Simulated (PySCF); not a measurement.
Ge(F)2(Vi)2, C4H6F2Ge, SMILES C=[CH][Ge]([F])([F])[CH]=C (PBE0/def2-SVP optimised geometry):

```
13

C     -1.320     0.637    -1.071
C     -0.695     0.139     0.000
Ge    -0.043    -1.666     0.000
F      1.697    -1.666     0.000
F     -0.473    -2.309    -1.559
C     -0.548    -2.899     1.380
C      0.383    -3.547     2.087
H     -1.474     0.035    -1.973
H     -1.697     1.666    -1.092
H     -0.546     0.757     0.893
H     -1.613    -3.064     1.582
H      1.451    -3.396     1.898
H      0.116    -4.256     2.878
```

Level of theory: PySCF with PBE0/def2-TZVP.

Q: What are the frontier orbital energies and the dipole moment?

A: HOMO-2 -8.99 eV, HOMO-1 -8.63 eV, HOMO -8.48 eV, LUMO -1.14 eV, LUMO+1 -0.80 eV; dipole moment 3.20 D.

Meta-Löwdin charges at PBE0/def2-TZVP: C1 -0.20, C2 -0.36, Ge3 1.33, F4 -0.52, F5 -0.52, C6 -0.36, C7 -0.20, H8 0.14, H9 0.13, H10 0.14, H11 0.14, H12 0.14, H13 0.13.
